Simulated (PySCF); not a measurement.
BrClFGa, singlet, at a GFN2-xTB geometry (such geometries of metal compounds can be far from the true shape). Base run: PBE0/6-31G run with PySCF.

Input for PySCF:
```python
from pyscf import gto, scf, dft, solvent

mol = gto.Mole()
mol.atom = '''
    Ga   -0.498102    0.132823   -0.264443
    F    -1.908661   -0.912078   -0.382734
    Cl   -0.529611    2.023722   -1.116521
    Br    1.189214   -0.866059    0.874949
'''
mol.basis = '6-31g'
mol.charge = 0
mol.spin = 0
mol.verbose = 4
mol.build()

mf = dft.RKS(mol)
mf.xc = 'pbe0'
mf.kernel()
```

Base: dipole (D) 1.11; HOMO-LUMO gap (eV) 6.61.

A changed run: ΔE vs base (kcal/mol) -1.01; dipole (D) 1.14; HOMO-LUMO gap (eV) 6.64.

Q: What was changed between the two runs?
A) model = IEF-PCM; solvent = n-hexane
B) model = IEF-PCM; solvent = 2-propanol
C) model = IEF-PCM; solvent = n-hexane; r_probe = 0.5
D) model = IEF-PCM; solvent = n-hexane; lebedev_order = 11
E) model = IEF-PCM; solvent = n-hexane; vdw_scale = 1.1

A: C, model = IEF-PCM; solvent = n-hexane; r_probe = 0.5

The base is the gas phase, so ΔE is the electrostatic part of solvation at a fixed geometry, without cavity and dispersion terms.
